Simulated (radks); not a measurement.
Question: Coherent X-ray form factor from a spherical all-electron density. Method: non-relativistic Kohn-Sham, PBEsol, spin-unpolarised, spherical densities, point nucleus; computed with a radial shooting solver on a logarithmic mesh with Libxc functionals.

sin(theta)/lambda (1/angstrom),f0 (electrons)
0.05,4.854
0.1,4.460
0.15,3.927
0.2,3.371
0.25,2.874
0.3,2.472
0.4,1.949
0.5,1.681
0.6,1.531
0.8,1.319
1,1.113
1.25,0.866
1.5,0.658
2,0.373

The species is in the configuration that NIST lists as its ground one. Which atom or ion scatters so?

Answer: The carbon ion C+, [He] 2s2 2p1. Extrapolating in s^2 from the first two rows gives f0(0) = 5.0, near the electron count 5; among species with that count, the fall with angle is slower the higher Z, and the table is that of Z = 6; from so few rows the species is fixed only to a neighbour or two.
